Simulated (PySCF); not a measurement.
## Field gradients at the hydrogen positions

C₅H₅FO₃.
Geometry (GFN2-xTB, Å), atoms numbered from 1 in this order:
```
atom  x, y, z in Å
C1     2.1726    0.0801    0.0702
O2     1.4568   -1.0991    0.4122
C3     0.1780   -1.0998    0.1042
C4    -1.0218   -1.5763    0.1423
F5    -1.8989   -2.4918    0.5068
C6    -0.8754   -0.3445   -0.7165
C7    -1.3841    0.9672   -0.2353
O8    -1.7768    1.8516   -0.9495
O9    -1.3473    1.0795    1.1024
H10    3.2227   -0.1473    0.2396
H11    1.8683    0.9140    0.7083
H12    2.0138    0.3490   -0.9768
H13   -0.8925   -0.4181   -1.8021
H14   -1.7160    1.9352    1.3720
```

Level: PBE0/pcSseg-1 (PySCF, non-relativistic); Q(2H) = 0.00286 b; rigid geometry, the same for H and D, with no vibrational averaging.

Question: Rank these positions by the coupling χzz of a deuteron there, largest first.
A. H13 (methine hydrogen)
B. H12 (methyl hydrogen)
C. H14 (acid proton)

Answer: C (293 kHz), A (207 kHz), B (197 kHz).

Question: Tabulate Vzz, the asymmetry η and χzz = 234.96 MHz × Q × Vzz for every hydrogen position.

Answer: 
```csv
atom,bonded to,bond length (Å),Vzz (au),η,χzz (kHz)
H10,C1,1.088,0.3039,0.08,204
H11,C1,1.093,0.2919,0.08,196
H12,C1,1.093,0.2928,0.10,197
H13,C6,1.088,0.3074,0.07,207
H14,O9,0.970,0.4356,0.09,293
```

Question: Average by the element that carries the hydrogen.

Answer: on C: 201 kHz over 4 positions, mean bond length 1.090 Å; on O: 293 kHz over 1 position, mean bond length 0.970 Å.

Question: A static deuteron (I = 1) shows a doublet split by (3/2)χ, (3/4)χ(1 + η) and (3/4)χ(1 − η) with the field along z, y and x of the gradient. What are these for H13?

Answer: With |χ| = 206.5 kHz and η = 0.073: 310, 166 and 144 kHz, to first order and without motion.

Geometry: GFN2-xTB, one conformer, isolated molecule. GFN2-xTB bond lengths can be off by several hundredths of an ångström, more for odd bonds, and the gradients follow them. The small basis limits the accuracy of the gradients.

The run behind these numbers computed NMR shieldings as well. The run took 31 s (grids of density and orbitals included) on one thread, Intel Xeon Platinum 8488C (x86_64), shared host, and the process peaked at 0.76 GiB of memory.
